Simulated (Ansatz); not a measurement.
Gas-phase electronic energies from Ansatz, PBE0-D4/def2-TZVP geometries. CCSD(T)/CBS is the MP2 limit (def2-TZVPP, def2-QZVPP) plus CCSD(T) − MP2 in def2-TZVPP, frozen cores. For Ge outer-core shells are correlated without core-valence functions, which leaves a few kJ/mol of doubt a bond. Scalar relativity is left out up to krypton. One conformer a species, not always the lowest.

Reaction (ligand exchange at the Si–C bond): `CSC([SiH3])S` + `[NH2][Ge][OH]` → `[NH2][Ge][O][SiH3]` + `CSCS`

```csv
species,MP2/CBS(def2) energy (Eh)
`CSC([SiH3])S`,-1165.42628
`[NH2][Ge][OH]`,-2207.79957
`[NH2][Ge][O][SiH3]`,-2498.09703
`CSCS`,-875.17223
```

Problem. Work out ΔE.

Solution. ΔE = (-2498.09703) + (-875.17223) − (-1165.42628) − (-2207.79957) = -0.04341 Eh = -114.0 kJ/mol. CCSD(T)/CBS gives -114.9 kJ/mol.

Largest T1 diagnostic among the species: 0.014.

In def2-TZVPP, CCSD(T) changes the Hartree–Fock value by +29.8 kJ/mol (the triples alone add +4.5 kJ/mol) and MP2 by +30.7 kJ/mol. From PBE to PBE0 (25 % exact exchange), in def2-TZVPP and without D4, ΔE moves by −6.0 kJ/mol.
